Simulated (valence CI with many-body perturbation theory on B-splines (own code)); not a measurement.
**Yb⁶²⁺: electric-dipole lines**

Level of theory: configuration interaction combined with many-body perturbation theory (CI+MBPT): six valence electrons over a frozen Dirac-Fock core [He], a basis of 9 s, 9 p, 8 d, 6 f, 3 g, 1 h functions for each j, with the one-electron correlation potential Σ1 (screened to all orders), the two-electron term Σ2, the three-electron term Σ3, Breit, model QED; selected single and double excitations, second order for the rest, scaled by the run's own slope (own B-spline code, finite nucleus).

No measured spectrum was set against this ion. As an estimate, large intervals hold to a few tenths of a per cent, small ones and those within an open d or f shell to about a per cent. Among the levels kept, up to 2100 cm⁻¹ of a level comes from second order outside the variational space, and about a tenth of that is noise between levels of different J, which matters for small intervals.

Lines 101 to 150 of 192 in falling wavelength, among levels below 9306.4 eV, chosen from the strongest by gf and those to the six lowest levels. Wavelengths and rates use the calculated energies. Electric multipoles are in the length gauge with retardation, E1 and E2 with the static RPA response of the core. Weak lines are less certain than strong ones. Lines between different terms over intervals too small for the method are left out, as are lines whose strength nearly cancels. Where a level lies close to another of its J and parity, the split of strength between their lines is uncertain. The highest levels of a list are the least certain.

Levels are named by their leading jj configuration (3d3/2^4 stands for four electrons in 3d with j = 3/2), which in mixed levels can hold well under half, so a name can repeat and another be missing. Letters in brackets count levels of one name in rising energy.

| λ vac (nm) | Upper | Lower | A (s⁻¹) | S (a.u.) with core polarisation | S without |
| --- | --- | --- | --- | --- | --- |
| 0.1971 | (2s^2 2p1/2^2 2p3/2 3p1/2) J=2 | (2s 2p1/2^2 2p3/2^3) J=1 | 4.32e+10 | 8.17e-07 | 8.17e-07 |
| 0.1948 | (2s^2 2p1/2^2 2p3/2 3p1/2) J=1 | (2s 2p1/2^2 2p3/2^3) J=2 | 6.83e+10 | 7.47e-07 | 7.47e-07 |
| 0.1947 | (2s^2 2p1/2^2 2p3/2 3p1/2) J=2 | (2s 2p1/2^2 2p3/2^3) J=2 | 7.41e+09 | 1.35e-07 | 1.35e-07 |
| 0.1879 | (2s^2 2p1/2^2 2p3/2 3p3/2) J=1 | (2s 2p1/2^2 2p3/2^3) J=1 | 1.55e+10 | 1.52e-07 | 1.52e-07 |
| 0.1876 | (2s^2 2p1/2^2 2p3/2 3s) J=2 | (2s^2 2p1/2 2p3/2^3) J=2 | 1.02e+10 | 1.67e-07 | 1.67e-07 |
| 0.1873 | (2s^2 2p1/2^2 2p3/2 3s) J=1 | (2s^2 2p1/2 2p3/2^3) J=2 | 5.56e+09 | 5.41e-08 | 5.41e-08 |
| 0.1871 | (2s^2 2p1/2^2 2p3/2 3p3/2) J=2 | (2s 2p1/2^2 2p3/2^3) J=1 | 5.35e+09 | 8.66e-08 | 8.66e-08 |
| 0.1870 | (2s^2 2p1/2^2 2p3/2 3s) J=2 | (2s^2 2p1/2 2p3/2^3) J=1 | 2.17e+09 | 3.51e-08 | 3.51e-08 |
| 0.1868 | (2s^2 2p1/2^2 2p3/2 3s) J=1 | (2s^2 2p1/2 2p3/2^3) J=1 | 1.75e+10 | 1.69e-07 | 1.69e-07 |
| 0.1865 | (2s^2 2p1/2^2 2p3/2 3p3/2) J=0 | (2s 2p1/2^2 2p3/2^3) J=1 | 4.83e+11 | 1.54e-06 | 1.54e-06 |
| 0.1857 | (2s^2 2p1/2^2 2p3/2 3p3/2) J=3 | (2s 2p1/2^2 2p3/2^3) J=2 | 5.36e+10 | 1.19e-06 | 1.19e-06 |
| 0.1857 | (2s^2 2p1/2^2 2p3/2 3p3/2) J=1 | (2s 2p1/2^2 2p3/2^3) J=2 | 1.08e+11 | 1.02e-06 | 1.02e-06 |
| 0.1850 | (2s^2 2p1/2^2 2p3/2 3p3/2) J=2 | (2s 2p1/2^2 2p3/2^3) J=2 | 7.33e+10 | 1.14e-06 | 1.14e-06 |
| 0.1735 | (2s^2 2p1/2^2 2p3/2 3d3/2) J=2 | (2s^2 2p1/2 2p3/2^3) J=2 | 3.95e+10 | 5.09e-07 | 5.09e-07 |
| 0.1733 | (2s^2 2p1/2^2 2p3/2 3d3/2) J=3 | (2s^2 2p1/2 2p3/2^3) J=2 | 8.93e+09 | 1.61e-07 | 1.61e-07 |
| 0.1733 | (2s^2 2p1/2^2 2p3/2 3d3/2) J=1 | (2s^2 2p1/2 2p3/2^3) J=2 | 8.55e+10 | 6.58e-07 | 6.59e-07 |
| 0.1731 | (2s^2 2p1/2^2 2p3/2 3d3/2) J=2 | (2s^2 2p1/2 2p3/2^3) J=1 | 1.41e+11 | 1.80e-06 | 1.80e-06 |
| 0.1728 | (2s^2 2p1/2^2 2p3/2 3d3/2) J=1 | (2s^2 2p1/2 2p3/2^3) J=1 | 2.85e+09 | 2.18e-08 | 2.18e-08 |
| 0.1727 | (2s^2 2p1/2^2 2p3/2 3d3/2) J=0 | (2s^2 2p1/2 2p3/2^3) J=1 | 6.80e+10 | 1.73e-07 | 1.73e-07 |
| 0.1713 | (2s^2 2p1/2^2 2p3/2 3d5/2) J=2 | (2s^2 2p1/2 2p3/2^3) J=2 | 4.44e+09 | 5.51e-08 | 5.54e-08 |
| 0.1710 | (2s^2 2p1/2^2 2p3/2 3d5/2) J=3 | (2s^2 2p1/2 2p3/2^3) J=2 | 7.30e+09 | 1.26e-07 | 1.26e-07 |
| 0.1709 | (2s^2 2p1/2^2 2p3/2 3d5/2) J=2 | (2s^2 2p1/2 2p3/2^3) J=1 | 2.88e+09 | 3.54e-08 | 3.54e-08 |
| 0.1707 | (2s^2 2p1/2^2 2p3/2 3d5/2) J=1 | (2s^2 2p1/2 2p3/2^3) J=2 | 9.11e+09 | 6.71e-08 | 6.73e-08 |
| 0.1703 | (2s^2 2p1/2^2 2p3/2 3d5/2) J=1 | (2s^2 2p1/2 2p3/2^3) J=1 | 2.80e+10 | 2.05e-07 | 2.05e-07 |
| 0.1686 | (2s^2 2p1/2 2p3/2^2 3p1/2) J=1 [a] | (2s 2p1/2^2 2p3/2^3) J=1 | 8.95e+10 | 6.35e-07 | 6.34e-07 |
| 0.1684 | (2s^2 2p1/2 2p3/2^2 3p1/2) J=2 [a] | (2s 2p1/2^2 2p3/2^3) J=1 | 3.39e+09 | 4.00e-08 | 3.99e-08 |
| 0.1672 | (2s^2 2p1/2 2p3/2^2 3p1/2) J=2 [b] | (2s 2p1/2^2 2p3/2^3) J=1 | 4.95e+11 | 5.71e-06 | 5.70e-06 |
| 0.1670 | (2s^2 2p1/2 2p3/2^2 3p1/2) J=1 [b] | (2s 2p1/2^2 2p3/2^3) J=1 | 5.59e+10 | 3.85e-07 | 3.85e-07 |
| 0.1669 | (2s^2 2p1/2 2p3/2^2 3p1/2) J=1 [a] | (2s 2p1/2^2 2p3/2^3) J=2 | 1.19e+10 | 8.16e-08 | 8.16e-08 |
| 0.1667 | (2s^2 2p1/2 2p3/2^2 3p1/2) J=2 [a] | (2s 2p1/2^2 2p3/2^3) J=2 | 2.94e+10 | 3.36e-07 | 3.35e-07 |
| 0.1663 | (2s^2 2p1/2 2p3/2^2 3p1/2) J=3 | (2s 2p1/2^2 2p3/2^3) J=2 | 7.48e+10 | 1.19e-06 | 1.19e-06 |
| 0.1660 | (2s^2 2p1/2 2p3/2^2 3p1/2) J=0 | (2s 2p1/2^2 2p3/2^3) J=1 | 8.75e+11 | 1.98e-06 | 1.98e-06 |
| 0.1655 | (2s^2 2p1/2 2p3/2^2 3p1/2) J=2 [b] | (2s 2p1/2^2 2p3/2^3) J=2 | 8.25e+11 | 9.24e-06 | 9.22e-06 |
| 0.1653 | (2s^2 2p1/2 2p3/2^2 3p1/2) J=1 [b] | (2s 2p1/2^2 2p3/2^3) J=2 | 3.35e+10 | 2.24e-07 | 2.24e-07 |
| 0.1634 | (2s 2p1/2^2 2p3/2^2 3s) J=2 [a] | (2s 2p1/2^2 2p3/2^3) J=1 | 1.54e+13 | 1.65e-04 | 1.65e-04 |
| 0.1623 | (2s 2p1/2^2 2p3/2^2 3s) J=3 | (2s 2p1/2^2 2p3/2^3) J=2 | 2.73e+13 | 4.04e-04 | 4.03e-04 |
| 0.1618 | (2s 2p1/2^2 2p3/2^2 3s) J=1 [a] | (2s 2p1/2^2 2p3/2^3) J=1 | 2.80e+13 | 1.76e-04 | 1.76e-04 |
| 0.1618 | (2s^2 2p1/2 2p3/2^2 3p3/2) J=2 [a] | (2s 2p1/2^2 2p3/2^3) J=1 | 9.58e+12 | 1.00e-04 | 1.00e-04 |
| 0.1618 | (2s 2p1/2^2 2p3/2^2 3s) J=1 [b] | (2s 2p1/2^2 2p3/2^3) J=1 | 9.14e+13 | 5.73e-04 | 5.72e-04 |
| 0.1618 | (2s^2 2p1/2^2 2p3/2 3s) J=1 | (2s^2 2p1/2^2 2p3/2^2) J=0 | 5.85e+13 | 3.66e-04 | 3.66e-04 |
| 0.1617 | (2s^2 2p1/2 2p3/2^2 3p3/2) J=0 | (2s 2p1/2^2 2p3/2^3) J=1 | 5.67e+08 | 1.18e-09 | 1.14e-09 |
| 0.1617 | (2s 2p1/2^2 2p3/2^2 3s) J=2 [a] | (2s 2p1/2^2 2p3/2^3) J=2 | 1.53e+14 | 1.59e-03 | 1.59e-03 |
| 0.1615 | (2s^2 2p1/2 2p3/2^2 3s) J=2 [a] | (2s^2 2p1/2 2p3/2^3) J=2 | 7.79e+12 | 8.10e-05 | 8.09e-05 |
| 0.1614 | (2s 2p1/2^2 2p3/2^2 3s) J=2 [b] | (2s 2p1/2^2 2p3/2^3) J=1 | 1.76e+13 | 1.82e-04 | 1.82e-04 |
| 0.1613 | (2s^2 2p1/2 2p3/2^2 3p3/2) J=1 [a] | (2s 2p1/2^2 2p3/2^3) J=1 | 2.49e+13 | 1.55e-04 | 1.54e-04 |
| 0.1613 | (2s^2 2p1/2 2p3/2^2 3s) J=1 [a] | (2s^2 2p1/2 2p3/2^3) J=2 | 2.97e+13 | 1.84e-04 | 1.84e-04 |
| 0.1611 | (2s^2 2p1/2 2p3/2^2 3s) J=2 [a] | (2s^2 2p1/2 2p3/2^3) J=1 | 2.32e+13 | 2.40e-04 | 2.39e-04 |
| 0.1610 | (2s 2p1/2^2 2p3/2^2 3s) J=0 | (2s 2p1/2^2 2p3/2^3) J=1 | 8.46e+13 | 1.74e-04 | 1.74e-04 |
| 0.1610 | (2s^2 2p1/2 2p3/2^2 3s) J=3 | (2s^2 2p1/2 2p3/2^3) J=2 | 2.95e+13 | 4.25e-04 | 4.25e-04 |
| 0.1609 | (2s^2 2p1/2 2p3/2^2 3s) J=1 [a] | (2s^2 2p1/2 2p3/2^3) J=1 | 1.48e+14 | 9.13e-04 | 9.12e-04 |
